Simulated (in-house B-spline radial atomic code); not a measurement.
## Yb⁷⁺: [Kr] 4d10 (4f5/2)6 (4f7/2)5 5s2 (5p1/2)2 (5p3/2)1 6s1 (an excited or competing configuration)

Computed with a radial B-spline atomic code at the basis-set limit: Dirac-Hartree-Fock, average of the jj configuration, Fermi nucleus of rms radius 5.3108 fm.

Screening seen three ways: the hydrogenic charge with the same mean radius, Z_r = [3n² - l(l+1)]/(2<r>), the one with the same energy, Z_e = n√(-2ε), and Slater's rules. Values are occupation-weighted means over j. An effective charge above Z reflects the relativistic contraction of the inner shells.

| shell | electrons | ε (eV) | <r> (bohr) | Z_r | Z_e | Slater |
| --- | --- | --- | --- | --- | --- | --- |
| 1s | 2 | -61835 | 0.01966 | 76.30 | 67.41 | 69.70 |
| 2s | 2 | -10712 | 0.08269 | 72.56 | 56.12 | 65.85 |
| 2p | 6 | -9499.9 | 0.07378 | 67.77 | 52.85 | 65.85 |
| 3s | 2 | -2572.7 | 0.2157 | 62.60 | 41.25 | 58.75 |
| 3p | 6 | -2195.9 | 0.2151 | 58.12 | 38.11 | 58.75 |
| 3d | 10 | -1712.5 | 0.1961 | 53.56 | 33.66 | 48.85 |
| 4s | 2 | -637.69 | 0.4864 | 49.34 | 27.38 | 42.25 |
| 4p | 6 | -509.69 | 0.5147 | 44.68 | 24.48 | 42.25 |
| 4d | 10 | -332.78 | 0.5536 | 37.93 | 19.78 | 30.85 |
| 5s | 2 | -172.57 | 1.114 | 33.66 | 17.81 | 15.95 |
| 5p | 3 | -141.02 | 1.22 | 29.92 | 16.10 | 15.95 |
| 4f | 11 | -140.64 | 0.6419 | 28.04 | 12.86 | 20.50 |
| 6s | 1 | -74.442 | 2.263 | 23.86 | 14.03 | 8.75 |

The least bound orbital is 6s1/2 at -74.44 eV, and it is also the most diffuse (<r> = 2.263 bohr).

For the 1s electron the small component carries 6.9 % of the norm, the zero-frequency Breit interaction raises the level by 202.4 eV, self-energy by 124.3 eV, and vacuum polarisation lowers it by 22.14 eV.
